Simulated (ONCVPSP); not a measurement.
# Ce (Z = 58): excitation energies, all-electron against ONCV

Ce, optimised norm-conserving Vanderbilt (ONCV), made with ONCVPSP 4.0.1 (LDA (Perdew-Wang 92), scalar-relativistic). Core [Kr] 4d10, reference 4f1 5s2 5p6 5d1 6s2. Waves: 5s+6s: rc 2.20 bohr, ncon 3, nbas 6, qcut 5.3 1/bohr, 2 projectors; 5p: rc 2.65 bohr, ncon 4, nbas 9, qcut 4.9 1/bohr, 2 projectors, debl 2.4 Ha; 5d: rc 3.20 bohr, ncon 3, nbas 8, qcut 5.5 1/bohr, 2 projectors, debl 0.5 Ha; 4f: rc 1.25 bohr, ncon 3, nbas 8, qcut 14.9 1/bohr, 2 projectors, debl 3.3 Ha. Local part: polynomial inside 1.05 bohr (lpopt 5, dvloc0 6 Ha). Core correction: none.

Energies are relative to the spin-unpolarised reference configuration 4f1 5s2 5p6 5d1 6s2; without spin polarisation the order of configurations can differ from experiment.

```tsv
valence configuration	charge	ΔE all-electron (eV)	error AE − PS (meV)
4f1 5s2 5p6 5d1 6s0	+2	17.606	-3.9
4f1 5s2 5p6 5d0 6s0	+3	36.940	-0.2
4f1 5s2 5p6 5d2 6s1	0	0.922	-3.8
```

(1) What are ΔE and the potential's error for 4f1 5s2 5p6 5d1 6s1?

Note: ghosts flagged at negative energy: s at -81.4 eV; GHOST(+) flagged for p at 81.0 eV. A true bound ghost makes a file unfit for plane-wave use.

## Answers

(1) ΔE = 6.265 eV all-electron; the error (AE − PS) is -1.2 meV.
